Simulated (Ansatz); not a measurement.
A run for Ansatz (a first-principles code): R-RI-MP2/cc-pV(Q+d)Z on CH4 (SMILES C). The basis file is the Basis Set Exchange's JSON of that set.

Ansatz 0.2 input:
```yaml
crystal:
  periodic: [false, false, false]
  atoms:
    - {symbol: C, position_ang: [0.00000000, 0.00000000, -0.00000000]}
    - {symbol: H, position_ang: [0.62892441, 0.62892441, 0.62892441]}
    - {symbol: H, position_ang: [-0.62892441, -0.62892441, 0.62892441]}
    - {symbol: H, position_ang: [0.62892442, -0.62892442, -0.62892441]}
    - {symbol: H, position_ang: [-0.62892442, 0.62892442, -0.62892441]}
basis:
  gaussian:
    orbitals: cc-pV_Q+d_Z.json
    fitting: {mean_field: def2-universal-JKFIT, correlation: cc-pVQZ-RIFIT.json}
magnetization: {spin_polarized: false}
correlation: {method: mp2, electrons: outside_noble_gas}
scf: {lower_state_search: off}
```

Program output:

```
WARN ansatz: RAYON_NUM_THREADS=4 ignored (pool sized by the plan → 4); use --threads N
Functional definition: HF
these checks for a lower state are left out or cut short: stability, starts, cluster_reference, orbital_swaps, neighbouring_geometries, increment
integrals: 0.07 GiB planned
147 factors; integrals over basis functions are off by at most 3.9e0 eV
352 factors; integrals over basis functions are off by at most 4.4e-1 eV
mean field: 0.18 GiB planned
mean field evaluation 1: about -1093.0720 eV, gradient 2.3e1 eV
mean field evaluation 2: about -1094.1528 eV, gradient 8.6e0 eV
mean field evaluation 4: about -1094.3370 eV, gradient 2.0e-1 eV
mean field evaluation 8: about -1094.3372 eV, gradient 1.1e-6 eV
mean field -1094.33721760 eV, -40.2161509784 hartree, gradient 1.1e-6 eV, S^2 0.000000; 0 other end points of the search recorded, 0 dependent functions left out
1 core orbitals not correlated
reference -1094.33721760 eV, -40.2161509784 hartree; 4, 4 occupied and 170, 170 virtual orbitals, 352 factors
second order -5.71520848 eV of doubles, -0.00000000 eV of singles
Total energy: -1100.05242608 eV, -40.4261810162 hartree
Checks for a lower state left out: stability, starts, cluster_reference, orbital_swaps, neighbouring_geometries, increment
```

Self-consistency was reached.

Cost: around 0.5 core-seconds (rough).
